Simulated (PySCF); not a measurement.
## Correlation energy of Tc²⁺ (technetium, charge +2)

Starting occupation: [Kr] 4d4 5s1, 4d5/2 with m_j = -1/2, +1/2, +3/2, +5/2, 5s1/2 with m_j = +1/2. Computed with PySCF 2.14 in x2c-TZVPall-2c with one added diffuse shell each of s, p, d type (9s10p8d1f, 86 functions), with X2C-1e with screened-nucleus spin-orbit coupling, Gaussian nucleus. Frozen: [Ar] 3d10; 13 electrons correlated; the 6 highest virtual spinors left out.

MP2 pair energies summed by pair of shells (mhartree):

```
 pair   energy  share (%)
4d-4p  -102.97       37.1
4p-4p   -75.89       27.4
4d-4d   -27.87       10.0
4p-4s   -23.78        8.6
4p-5s   -17.03        6.1
4d-5s   -13.94        5.0
4d-4s   -10.50        3.8
4s-4s    -4.27        1.5
4s-5s    -1.13        0.4
```

Total MP2 correlation energy: -277.39 mhartree.

The GHF reference relaxed away from the jj start to a determinant that is no pure jj level (⟨S²⟩ = 8.73, ⟨J²⟩ = 24.76); the energies belong to that determinant.

This basis was not built for core-valence correlation, so the inner-shell part is incomplete.
